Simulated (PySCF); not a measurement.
H6BN, charge +1, doublet, at a GFN2-xTB geometry (a state made from the parent by changing its charge; the spin is typed, not shown lowest). Base run: M062X/6-31G** (PySCF).

Input for PySCF:
```python
from pyscf import gto, scf, dft

mol = gto.M(
    atom='''
B    -0.85103693    0.06096459   -0.05926607
N     0.70400636   -0.07680200    0.02198812
H    -1.31066910   -0.65817881   -0.86241623
H    -1.21010950    1.21525847   -0.09762284
H    -1.37179730    0.05664760    1.03233308
H     0.95897137   -1.04341522    0.24745522
H     1.13876401    0.53781366    0.71440043
H     1.12198069    0.12466532   -0.89173616
''',
    basis='6-31g**',
    charge=1,
    spin=1,
    verbose=4,
)

mf = dft.UKS(mol)
mf.xc = 'm062x'
mf.kernel()
```

The base run was repeated with changes; each row names its change, and settings that it needs were set with it.

```tsv
change	ΔE vs base (mEh)	SCF cycles	<S^2>	outcome
base	0.000	9	0.753	converged
conv_tol = 1e-11	0.000	11	0.753	converged
init_guess = vsap	0.000	9	0.753	converged
damp = 0.5; diis_start_cycle = 5	0.000	11	0.753	converged
solver = newton; init_guess = 1e	0.000	-	0.753	converged
conv_tol = 1e-12	0.000	14	0.753	converged
level_shift = 0.3 (with mf.max_cycle = 100)	0.000	13	0.753	converged
diis_space = 20	0.000	9	0.753	converged
diis = off; damp = 0.3 (with mf.diis_start_cycle = 200; with mf.max_cycle = 150)	0.000	14	0.753	converged
conv_tol = 1e-6	0.000	7	0.753	converged
DIIS = EDIIS	0.000	42	0.753	converged
conv_tol = 1e-4	0.000	5	0.753	converged
diis = off (with mf.max_cycle = 100)	-	100	-	not converged
```

Open shells are given as the SCF converged; they aren't shown to be the lowest states, and a large step between rows can be another state.
